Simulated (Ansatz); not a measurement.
Ligand exchange: C3H7N + SiH(NH2)(SiH3)2 → C3H9NSi + SiH2(NH2)(SiH3)

Species: C3H7N (N-methylethenamine) `C=CNC`, singlet; SiH(NH2)(SiH3)2, singlet; C3H9NSi `C=CN(C)[SiH3]`, singlet; SiH2(NH2)(SiH3), singlet. The partners trade H for SiH3: N–H and Si–SiH3 bonds give way to N–SiH3 and Si–H.

Shapes, held fixed at every level: PBE0-D4/def2-TZVP. Flexible molecules stand in one conformer, not always the lowest. Programs: Ansatz 0.2.0. Electronic energies: no zero-point or thermal term.

Task: Estimate ΔE of this reaction.

Result: The highest level, CCSD(T)/CBS estimate, gives ΔE = -53.3 kJ/mol; the levels span -63.6 to -35.6. The column of differences is taken from that level and isn't an error. No measured value is set beside it here. The CBS estimate extrapolates MP2 from def2-TZVPP and def2-QZVPP and adds CCSD(T) − MP2 in the triple-zeta set, cores frozen.

| level | kind | ΔE (kJ/mol) | less CCSD(T)/CBS estimate |
| --- | --- | --- | --- |
| B3LYP-D4/def2-TZVPP | global hybrid | -48.0 | +5.3 |
| PBE0-D4/def2-TZVPP | global hybrid | -35.6 | +17.7 |
| MP2/def2-SVP | perturbation theory | -55.9 | -2.6 |
| MP2/def2-TZVPP | perturbation theory | -63.6 | -10.3 |
| CCSD(T)/def2-SVP | coupled cluster or CI | -48.6 | +4.7 |
| CCSD/def2-SVP | coupled cluster or CI | -48.8 | +4.5 |
| CCSD(T)/def2-TZVPP | coupled cluster or CI | -54.1 | -0.8 |
| CCSD(T)/CBS estimate | coupled cluster or CI | -53.3 | 0.0 |
